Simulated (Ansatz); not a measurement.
Isolated molecules relaxed with PBE0-D4/def2-TZVP in Ansatz; ΔE leaves out vibrations. CCSD(T)/CBS adds triple-zeta CCSD(T) − MP2 to the extrapolated MP2 energy (def2 sets, frozen cores). Functionals use def2-TZVPP. B3LYP here is the variant with VWN-RPA as its local correlation; programs differ in this. HSE06 is defined as in plane-wave codes. def2 core potentials past Kr. For Zr outer-core shells are correlated without core-valence functions, which leaves a few kJ/mol of doubt a bond. Each species was taken in one conformer, which may not be the lowest.

Consider the formal exchange of groups at a Zr–N bond: `C[NH][Zr]([Cl])([Cl])[O]C` + `C#CCOC` → `C#[C][Zr]([Cl])([Cl])[O]C` + `CNCOC`.

```json
{"level": "LDA (SPW92)", "ΔE (kcal/mol)": "13.1", "difference from CCSD(T)/CBS": "1.2"}
{"level": "PBE-D4", "ΔE (kcal/mol)": "12.6", "difference from CCSD(T)/CBS": "0.7"}
{"level": "revPBE-D4", "ΔE (kcal/mol)": "11.8", "difference from CCSD(T)/CBS": "-0.1"}
{"level": "BLYP-D4", "ΔE (kcal/mol)": "12.4", "difference from CCSD(T)/CBS": "0.5"}
{"level": "r2SCAN-D4", "ΔE (kcal/mol)": "11.8", "difference from CCSD(T)/CBS": "-0.1"}
{"level": "B97M-V", "ΔE (kcal/mol)": "11.3", "difference from CCSD(T)/CBS": "-0.6"}
{"level": "PBE0-D4", "ΔE (kcal/mol)": "12.6", "difference from CCSD(T)/CBS": "0.7"}
{"level": "B3LYP-D4", "ΔE (kcal/mol)": "12.6", "difference from CCSD(T)/CBS": "0.7"}
{"level": "r2SCAN0-D4", "ΔE (kcal/mol)": "12.0", "difference from CCSD(T)/CBS": "0.1"}
{"level": "HSE06-D4", "ΔE (kcal/mol)": "12.6", "difference from CCSD(T)/CBS": "0.7"}
{"level": "BHLYP-D4", "ΔE (kcal/mol)": "12.3", "difference from CCSD(T)/CBS": "0.4"}
{"level": "CAM-B3LYP-D4", "ΔE (kcal/mol)": "12.9", "difference from CCSD(T)/CBS": "1.0"}
{"level": "ωB97X-V", "ΔE (kcal/mol)": "11.9", "difference from CCSD(T)/CBS": "0.0"}
{"level": "ωB97M-V", "ΔE (kcal/mol)": "11.6", "difference from CCSD(T)/CBS": "-0.3"}
{"level": "B2PLYP", "ΔE (kcal/mol)": "12.2", "difference from CCSD(T)/CBS": "0.3"}
{"level": "PBE", "ΔE (kcal/mol)": "12.7", "difference from CCSD(T)/CBS": "0.8"}
{"level": "BLYP", "ΔE (kcal/mol)": "12.8", "difference from CCSD(T)/CBS": "0.9"}
{"level": "r2SCAN", "ΔE (kcal/mol)": "11.8", "difference from CCSD(T)/CBS": "-0.1"}
{"level": "PBE0", "ΔE (kcal/mol)": "12.7", "difference from CCSD(T)/CBS": "0.8"}
{"level": "B3LYP", "ΔE (kcal/mol)": "12.8", "difference from CCSD(T)/CBS": "0.9"}
{"level": "r2SCANh", "ΔE (kcal/mol)": "11.9", "difference from CCSD(T)/CBS": "0.0"}
{"level": "r2SCAN0", "ΔE (kcal/mol)": "12.0", "difference from CCSD(T)/CBS": "0.1"}
{"level": "HSE06", "ΔE (kcal/mol)": "12.6", "difference from CCSD(T)/CBS": "0.7"}
{"level": "BHLYP", "ΔE (kcal/mol)": "12.4", "difference from CCSD(T)/CBS": "0.5"}
{"level": "LC-ωPBE", "ΔE (kcal/mol)": "13.6", "difference from CCSD(T)/CBS": "1.7"}
{"level": "RPA@PBE/def2-TZVPP", "ΔE (kcal/mol)": "9.5", "difference from CCSD(T)/CBS": "-2.4"}
{"level": "HF/def2-SVP", "ΔE (kcal/mol)": "11.4", "difference from CCSD(T)/CBS": "-0.5"}
{"level": "MP2/def2-SVP", "ΔE (kcal/mol)": "12.2", "difference from CCSD(T)/CBS": "0.3"}
{"level": "CCSD/def2-SVP", "ΔE (kcal/mol)": "12.1", "difference from CCSD(T)/CBS": "0.2"}
{"level": "CCSD(T)/def2-SVP", "ΔE (kcal/mol)": "11.6", "difference from CCSD(T)/CBS": "-0.3"}
{"level": "HF/def2-TZVPP", "ΔE (kcal/mol)": "10.9", "difference from CCSD(T)/CBS": "-1.0"}
{"level": "SCS-MP2/def2-TZVPP", "ΔE (kcal/mol)": "11.3", "difference from CCSD(T)/CBS": "-0.6"}
{"level": "CCSD/def2-TZVPP", "ΔE (kcal/mol)": "11.3", "difference from CCSD(T)/CBS": "-0.6"}
{"level": "CCSD(T)/def2-TZVPP", "ΔE (kcal/mol)": "10.8", "difference from CCSD(T)/CBS": "-1.1"}
{"level": "HF/def2-QZVPP", "ΔE (kcal/mol)": "11.1", "difference from CCSD(T)/CBS": "-0.8"}
{"level": "MP2/def2-QZVPP", "ΔE (kcal/mol)": "12.3", "difference from CCSD(T)/CBS": "0.4"}
{"level": "SCS-MP2/def2-QZVPP", "ΔE (kcal/mol)": "12.0", "difference from CCSD(T)/CBS": "0.1"}
{"level": "HF/CBS(def2)", "ΔE (kcal/mol)": "11.1", "difference from CCSD(T)/CBS": "-0.8"}
{"level": "MP2/CBS(def2)", "ΔE (kcal/mol)": "12.7", "difference from CCSD(T)/CBS": "0.8"}
{"level": "CCSD/CBS(def2)", "ΔE (kcal/mol)": "12.4", "difference from CCSD(T)/CBS": "0.5"}
{"level": "CCSD(T)/CBS", "ΔE (kcal/mol)": "11.9", "difference from CCSD(T)/CBS": "0"}
```

Largest T1 diagnostic among the species: 0.016.

Leaving LDA and LC-ωPBE aside and taking each functional with its dispersion term where it has one, the values spread over 1.6 kcal/mol, from B97M-V to CAM-B3LYP-D4.
